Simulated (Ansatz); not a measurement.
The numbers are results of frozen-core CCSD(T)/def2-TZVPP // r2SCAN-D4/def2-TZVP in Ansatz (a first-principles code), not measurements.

Ansatz 0.2 input:
```yaml
crystal:
  periodic: [false, false, false]
  atoms:
    - { symbol: C, position_ang: [-1.243435, -0.359322, 0.023119] }
    - { symbol: S, position_ang: [0.173954, -1.163986, 0.846104] }
    - { symbol: Si, position_ang: [1.740136, 0.139831, 0.252848] }
    - { symbol: H, position_ang: [-1.142232, -0.412803, -1.06001] }
    - { symbol: H, position_ang: [-1.334482, 0.678921, 0.340967] }
    - { symbol: H, position_ang: [-2.133704, -0.907693, 0.327919] }
    - { symbol: H, position_ang: [2.927394, -0.255308, 1.058377] }
    - { symbol: H, position_ang: [1.366536, 1.561403, 0.527444] }
basis:
  gaussian: { orbitals: def2-TZVPP }
correlation:
  method: ccsd_t
magnetization:
  spin_polarized: true
  initial_magnetization: 1
```

Output:

```
Functional definition: HF
1052 factors; integrals over basis functions are off by at most 1.2e-3 eV
mean field evaluation 1: about -19788.0139 eV, gradient 1.4e1 eV
mean field evaluation 2: about -19788.0201 eV, gradient 1.4e1 eV
mean field evaluation 4: about -19789.7261 eV, gradient 2.4e0 eV
mean field evaluation 8: about -19789.8020 eV, gradient 1.4e-1 eV
mean field evaluation 16: about -19789.4892 eV, gradient 5.3e0 eV
mean field -19789.80287782 eV, -727.2618417495 hartree, gradient 1.8e-6 eV, S^2 0.758090; 0 other end points of the search recorded, 0 dependent functions left out
11 core orbitals not correlated
reference -19789.80287782 eV, -727.2618417495 hartree; 10, 9 occupied and 164, 165 virtual orbitals, 1052 factors
second order -12.53673082 eV of doubles, -0.00000000 eV of singles
cycle   1  -13.36034496 eV  change   -8.2e-1 eV  update   8.4e-2
cycle   2  -13.76477672 eV  change   -4.0e-1 eV  update   2.8e-2
cycle   3  -13.82571298 eV  change   -6.1e-2 eV  update   1.4e-2
cycle   4  -13.82147294 eV  change    4.2e-3 eV  update   6.1e-3
cycle   5  -13.82153553 eV  change   -6.3e-5 eV  update   3.3e-3
cycle   6  -13.82179409 eV  change   -2.6e-4 eV  update   1.5e-3
cycle   7  -13.82218146 eV  change   -3.9e-4 eV  update   5.7e-4
cycle   8  -13.82233892 eV  change   -1.6e-4 eV  update   2.1e-4
cycle   9  -13.82230970 eV  change    2.9e-5 eV  update   8.2e-5
cycle  10  -13.82229007 eV  change    2.0e-5 eV  update   3.1e-5
cycle  11  -13.82229888 eV  change   -8.8e-6 eV  update   1.3e-5
perturbative correction -0.58879247 eV, -0.0216377242 hartree
Total energy: -19804.21396916 eV, -727.7914395884 hartree
```

Cost: around 2.6 core-minutes (rough).
